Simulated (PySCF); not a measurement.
**Correlation energy of Rb+ (rubidium, charge +1)**

[Kr], closed-shell 1S. All numbers are calculated (PySCF 2.14, the spin-free X2C one-electron Hamiltonian (Gaussian nucleus), in cc-pVDZ-X2C). Frozen: [Ar] 3d10 4s2; 6 electrons correlated.

Total MP2 correlation energy: -7.95 mhartree.

Same-spin part -2.51 and opposite-spin part -5.44 mhartree; SCS-MP2 scales them by 1/3 and 6/5 to -7.36 mhartree.

```tsv
level	correlation energy (mhartree)
CCSD	-8.70
(T)	-0.04
CCSD(T)	-8.74
```

Diagnostics: T1 = 0.0018, D1 = 0.0026, largest double amplitude 0.013.

Is a single reference adequate?

Yes, within this model without spin-orbit coupling: T1 lies below 0.03 and no double amplitude reaches 0.07.
